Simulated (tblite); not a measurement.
Species: C8H12.
Atom-mapped SMILES: `[CH2:1]1[CH2:2][CH:3]1[C@@:4]12[CH2:5][CH2:6][C@@H:7]1[CH2:8]2` (hydrogens: H9, H10 on C1; H11, H12 on C2; H13 on C3; H14, H15 on C5; H16, H17 on C6; H18 on C7; H19, H20 on C8)

Computed with GFN2-xTB (tblite), gas phase: Langevin dynamics at 300 K from the optimised GFN2-xTB geometry, time step 0.5 fs, friction 0.01 fs⁻¹, 2000 steps.

Start geometry:
```
atom  x, y, z in Å
C1     -2.162   -0.533    0.593
C2     -1.927    0.946    0.602
C3     -1.294    0.090   -0.460
C4      0.174   -0.129   -0.447
C5      1.194    0.909   -0.923
C6      2.138    0.478    0.218
C7      1.109   -0.552    0.662
C8      0.823   -1.482   -0.478
H9     -1.683   -1.125    1.359
H10    -3.135   -0.901    0.306
H11    -2.738    1.601    0.323
H12    -1.284    1.349    1.369
H13    -1.712    0.164   -1.459
H14     0.837    1.931   -0.818
H15     1.569    0.762   -1.935
H16     3.100    0.068   -0.091
H17     2.308    1.265    0.951
H18     0.906   -0.811    1.689
H19     0.178   -2.322   -0.260
H20     1.595   -1.696   -1.203
```

The statistics below take the 31 frames saved every 25 fs from 250 to 1000 fs; their kinetic temperature (all 3N coordinates) averages 314 K.

Q: Give the mean, spread and extremes of the bond lengths.

A: 
| bond | start (Å) | mean (Å) | standard deviation (Å) | shortest (Å) | longest (Å) |
| --- | --- | --- | --- | --- | --- |
| C1–C2 | 1.497 | 1.506 | 0.036 | 1.431 | 1.578 |
| C2–C3 | 1.503 | 1.511 | 0.027 | 1.462 | 1.560 |
| C3–C4 | 1.484 | 1.489 | 0.029 | 1.433 | 1.557 |
| C4–C5 | 1.531 | 1.537 | 0.034 | 1.465 | 1.616 |
| C5–C6 | 1.543 | 1.553 | 0.033 | 1.481 | 1.633 |
| C6–C7 | 1.522 | 1.531 | 0.028 | 1.475 | 1.582 |
| C7–C8 | 1.499 | 1.497 | 0.022 | 1.451 | 1.561 |
| C1–C3 | 1.500 | 1.512 | 0.030 | 1.463 | 1.599 |
| C4–C7 | 1.511 | 1.509 | 0.025 | 1.452 | 1.562 |
| C4–C8 | 1.501 | 1.501 | 0.026 | 1.442 | 1.569 |
| C1–H9 | 1.079 | 1.084 | 0.033 | 1.009 | 1.165 |
| C1–H10 | 1.080 | 1.085 | 0.033 | 1.028 | 1.157 |
| C2–H11 | 1.079 | 1.085 | 0.039 | 1.020 | 1.180 |
| C2–H12 | 1.080 | 1.083 | 0.032 | 1.018 | 1.129 |
| C3–H13 | 1.086 | 1.086 | 0.020 | 1.052 | 1.136 |
| C5–H14 | 1.088 | 1.089 | 0.022 | 1.041 | 1.133 |
| C5–H15 | 1.090 | 1.091 | 0.028 | 1.024 | 1.168 |
| C6–H16 | 1.090 | 1.091 | 0.030 | 1.034 | 1.159 |
| C6–H17 | 1.088 | 1.096 | 0.026 | 1.038 | 1.154 |
| C7–H18 | 1.078 | 1.081 | 0.017 | 1.049 | 1.111 |
| C8–H19 | 1.080 | 1.087 | 0.025 | 1.025 | 1.142 |
| C8–H20 | 1.081 | 1.085 | 0.021 | 1.048 | 1.149 |

Q: Give the same statistics for bond angles, one of each kind among heavy atoms.

A: 
| angle | start (°) | mean (°) | standard deviation (°) | smallest (°) | largest (°) |
| --- | --- | --- | --- | --- | --- |
| C2–C1–C3 | 60.2 | 60.0 | 1.5 | 56.6 | 63.6 |
| C1–C2–C3 | 60.0 | 60.2 | 2.0 | 57.0 | 64.1 |
| C2–C3–C4 | 119.7 | 120.8 | 4.1 | 112.9 | 129.2 |
| C1–C3–C2 | 59.8 | 59.8 | 2.1 | 55.9 | 63.7 |
| C1–C3–C4 | 120.3 | 121.2 | 3.1 | 115.5 | 126.8 |
| C3–C4–C5 | 123.8 | 122.9 | 4.1 | 114.4 | 132.8 |
| C3–C4–C7 | 131.2 | 132.3 | 4.9 | 122.8 | 142.0 |
| C3–C4–C8 | 124.1 | 123.8 | 4.0 | 116.6 | 134.3 |
| C5–C4–C7 | 90.3 | 90.6 | 1.9 | 85.0 | 93.7 |
| C5–C4–C8 | 108.5 | 108.7 | 3.4 | 101.8 | 118.1 |
| C7–C4–C8 | 59.7 | 59.6 | 1.4 | 56.6 | 62.0 |
| C4–C5–C6 | 89.4 | 89.1 | 2.1 | 85.4 | 93.1 |
| C5–C6–C7 | 89.4 | 89.2 | 2.1 | 85.1 | 94.6 |
| C6–C7–C8 | 109.1 | 109.0 | 3.8 | 102.2 | 116.0 |

Q: How far does each atom move about its mean position (frames aligned on the start, all atoms weighted alike), and what rms force does it feel?

A: 
```json
{"atom": "C1", "rms displacement (Å)": "0.16", "rms force (eV/Å)": "2.00"}
{"atom": "C2", "rms displacement (Å)": "0.16", "rms force (eV/Å)": "2.38"}
{"atom": "C3", "rms displacement (Å)": "0.10", "rms force (eV/Å)": "1.57"}
{"atom": "C4", "rms displacement (Å)": "0.10", "rms force (eV/Å)": "1.71"}
{"atom": "C5", "rms displacement (Å)": "0.11", "rms force (eV/Å)": "2.04"}
{"atom": "C6", "rms displacement (Å)": "0.11", "rms force (eV/Å)": "1.88"}
{"atom": "C7", "rms displacement (Å)": "0.13", "rms force (eV/Å)": "1.81"}
{"atom": "C8", "rms displacement (Å)": "0.14", "rms force (eV/Å)": "1.73"}
{"atom": "H9", "rms displacement (Å)": "0.34", "rms force (eV/Å)": "1.22"}
{"atom": "H10", "rms displacement (Å)": "0.27", "rms force (eV/Å)": "1.13"}
{"atom": "H11", "rms displacement (Å)": "0.26", "rms force (eV/Å)": "1.31"}
{"atom": "H12", "rms displacement (Å)": "0.34", "rms force (eV/Å)": "1.14"}
{"atom": "H13", "rms displacement (Å)": "0.26", "rms force (eV/Å)": "0.72"}
{"atom": "H14", "rms displacement (Å)": "0.22", "rms force (eV/Å)": "0.83"}
{"atom": "H15", "rms displacement (Å)": "0.19", "rms force (eV/Å)": "0.95"}
{"atom": "H16", "rms displacement (Å)": "0.18", "rms force (eV/Å)": "1.10"}
{"atom": "H17", "rms displacement (Å)": "0.24", "rms force (eV/Å)": "1.00"}
{"atom": "H18", "rms displacement (Å)": "0.24", "rms force (eV/Å)": "0.71"}
{"atom": "H19", "rms displacement (Å)": "0.25", "rms force (eV/Å)": "0.97"}
{"atom": "H20", "rms displacement (Å)": "0.22", "rms force (eV/Å)": "0.82"}
```

The displacements run from 0.10 to 0.34 Å.

Q: Follow the torsion C2–C3–C4–C5 through every second one of these frames.

A: 
| t (fs) | C2–C3–C4–C5 (°) |
| --- | --- |
| 250 | -68 |
| 300 | -63 |
| 350 | -58 |
| 400 | -61 |
| 450 | -57 |
| 500 | -60 |
| 550 | -60 |
| 600 | -66 |
| 650 | -72 |
| 700 | -84 |
| 750 | -83 |
| 800 | -85 |
| 850 | -83 |
| 900 | -97 |
| 950 | -90 |
| 1000 | -92 |

Largest departure from the start value over all these frames: C2–C3–C4–C5 24° (start -77°).

The run is classical and short, so these are rough statistics of one trajectory.

The cost below is that of the whole dynamics run. Time: 19 s of wall time; peak memory 0.18 GiB. Hardware: an Arm Neoverse N1 with one thread, no GPU, shared host with 64 logical CPUs at a one-minute load of 19.
